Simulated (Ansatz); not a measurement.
A nudged elastic band was laid between two geometries of F2GeH2O + H2S (9 atoms, charge 0, multiplicity 1).

Method: RKS B3LYP/def2-SVP in Ansatz 0.2.0.

```
movable images  : 7
climbing image  : yes
spring          : 5.0 eV/Å²
optimiser       : quadratic models (default)
start path      : through a guess of the saddle point
force threshold : 0.05 eV/Å
iteration limit : 60
end points      : relaxed
```

First end point:

```xyz
9
Properties=species:S:1:pos:R:3
Ge -0.174 0.262 -0.033
H 0.344 0.615 1.348
F 1.059 0.331 -1.244
F -1.343 1.419 -0.584
O -0.945 -1.322 -0.080
H -1.447 -1.478 -0.894
S 1.805 -2.574 1.623
H 0.672 -2.708 0.894
H 1.115 -2.539 2.787
```

Last end point:

```xyz
9
Properties=species:S:1:pos:R:3
Ge 0.149 -0.655 -0.536
H 0.426 -0.262 3.762
F 0.771 0.136 -1.942
F -0.005 0.557 0.686
O -1.510 -1.161 -0.811
H -1.589 -1.836 -1.501
S 1.613 -2.213 0.003
H 0.899 -2.572 1.099
H 0.332 0.011 3.057
```

(1) Which bonds break or form, and what moves?

(2) What energy profile does the band end with?

(3) What is the geometry of the highest image?

The band took 29 iterations and of the order of 19 core-minutes.

## Answers

(1) Bonds broken: Ge1–H2, S7–H9. Bonds formed: Ge1–S7, H2–H9. F2GeH2O + H2S becomes F2GeH2OS + H2.

(2) The run converged. The highest image is number 4 of 0 to 8, 216.5 kJ/mol above the first end and 217.0 kJ/mol above the last; the last end lies 0.5 kJ/mol below the first. The profile has 2 maxima (images 1, 4) with wells between them (image 2): this band takes more than one step, which may be the mechanism or a detour left from its start path. A structure lower than the first end lies on the path between it and the top, so the climb from that side starts below the end, which may itself be a saddle point or a shallow side well. Neighbouring images differ by up to 2.2 eV, so the band resolves the path poorly. A vibrational analysis at the climbing image gives one clearly imaginary mode, 1316i cm⁻¹: a first-order saddle point. The orbitals stay closed-shell, which can raise the energy where a bond breaks towards radicals; this wasn't checked here.

| image | path coordinate (Å) | energy (kJ/mol) | Ge1–H2 (Å) | S7–H9 (Å) | Ge1–S7 (Å) |
| --- | --- | --- | --- | --- | --- |
| 0 | 0.00 | 0.0 | 1.52 | 1.35 | 3.83 |
| 1 | 2.05 | 6.0 | 1.52 | 1.35 | 3.78 |
| 2 | 4.09 | -0.4 | 1.53 | 1.35 | 4.43 |
| 3 | 6.14 | 4.9 | 1.53 | 1.35 | 3.71 |
| 4 | 8.19 | 216.5 | 1.79 | 1.75 | 2.54 |
| 5 | 9.38 | 55.0 | 2.60 | 2.47 | 2.25 |
| 6 | 10.56 | 6.2 | 3.28 | 3.18 | 2.21 |
| 7 | 11.74 | -0.4 | 3.61 | 4.14 | 2.20 |
| 8 | 12.92 | -0.5 | 4.32 | 3.99 | 2.20 |

(3) 
```xyz
9
Properties=species:S:1:pos:R:3
Ge -0.015 -0.275 0.061
H 0.371 0.065 1.780
F 1.313 0.256 -0.911
F -0.917 1.205 0.209
O -1.301 -1.269 -0.613
H -0.973 -2.159 -0.811
S 1.386 -2.219 0.902
H 0.325 -2.845 1.470
H 0.896 -0.755 1.730
```

Time of the run: 5.1 min on 4 threads of Arm Neoverse V2, with other jobs on the host, peak memory 0.29 GiB.
